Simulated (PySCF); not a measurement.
**Distorted geometries of [La(P5)]2+**

[La(P5)]2+ (singlet). PySCF 2.14.0, RKS PBE0, La def2-SVP with ECP46, P def2-SVP; non-relativistic Hamiltonian with scalar-relativistic core potentials where named; density fitting; no spin-orbit coupling. Relaxed geometry:

```xyz
6

La    0.0000    0.0000   -1.3219
P     1.8210    0.0000    1.1461
P     0.5627    1.7319    1.1461
P    -1.4732    1.0703    1.1461
P    -1.4732   -1.0704    1.1461
P     0.5627   -1.7319    1.1461
```

Task: Order these distorted geometries by energy above the relaxed one, lowest first.
A.
```xyz
6

La   -0.0437    0.0010   -1.3160
P     1.8424   -0.0243    1.1936
P     0.5405    1.7344    1.1064
P    -1.4786    1.0610    1.0952
P    -1.4261   -1.0074    1.1636
P     0.5655   -1.7647    1.1661
```
B.
```xyz
6

La    0.1582   -0.0030   -1.3414
P     1.7510   -0.0412    1.1725
P     0.5407    1.7113    1.1397
P    -1.4632    1.0742    1.1449
P    -1.4830   -1.0646    1.0785
P     0.4962   -1.6768    1.2147
```
C.
```xyz
6

La    0.0791   -0.0133   -1.5774
P     1.7903    0.0723    1.0431
P     0.5073    1.7710    1.3722
P    -1.4969    1.1763    1.1801
P    -1.4678   -1.2193    1.0615
P     0.5881   -1.7871    1.3292
```

Result: A (0.09 eV), B (0.12 eV), C (0.89 eV).

Task: Which forces (eV/Å) act in the one that lies 0.09 eV up?

Result: 
```
La   0.08 -0.05 -0.13
P   -0.48  0.31 -0.13
P    0.71 -0.25  0.07
P   -0.02  0.85  0.12
P   -0.58 -1.31 -0.03
P    0.29  0.45  0.11
```
Forces carry noise of the integration grid, about 0.01 to 0.03 eV/Å.
